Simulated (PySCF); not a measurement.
Compound: C₆H₆NSi (charge -1).
Numbering: `[CH:1]#[C:2][c:3]1[cH:4][n-:5][c:6]([SiH3:7])[cH:8]1` (hydrogens: H9 on C1; H10 on C4; H11, H12, H13 on Si7; H14 on C8)

Geometry (GFN2-xTB, Å), atoms numbered from 1 in this order:
```xyz
14
C6H6NSi angstrom
C     -3.7312    0.4552   -0.4171
C     -2.5723    0.1741   -0.2366
C     -1.2331   -0.1604   -0.0244
C     -0.7293   -1.3822    0.4608
N      0.5939   -1.3827    0.5485
C      1.0034   -0.1462    0.1192
Si     2.7880    0.2992    0.0726
C     -0.0948    0.6341   -0.2418
H     -4.7409    0.6999   -0.5740
H     -1.3071   -2.2526    0.7442
H      2.9695    1.6826   -0.4271
H      3.4898    0.2701    1.3780
H      3.6350   -0.5389   -0.8090
H     -0.0714    1.6474   -0.6154
```

Computed at PBE0/pcSseg-1 (PySCF, non-relativistic), with Q(14N) = 0.02044 b: N5, 14N (I = 1): χzz = -4.308 MHz, η = 0.017.

(1) Where would the pure quadrupole (NQR) lines of 14N at N5 fall for the rigid, isolated species?

Results:

(1) From ν± = (3/4)|χ|(1 ± η/3) and ν0 = |χ|η/2: ν+ 3.250 MHz, ν− 3.212 MHz, ν0 0.037 MHz (two-coordinate ring nitrogen).

In a crystal, neighbours and librations shift these lines. The pcSseg-1 basis has no diffuse functions, a weakness for an anion. GFN2-xTB bond lengths can be off by several hundredths of an ångström, more for odd bonds, and the gradients follow them. The basis is small and wasn't made for field gradients, so the couplings can be 20 % off.
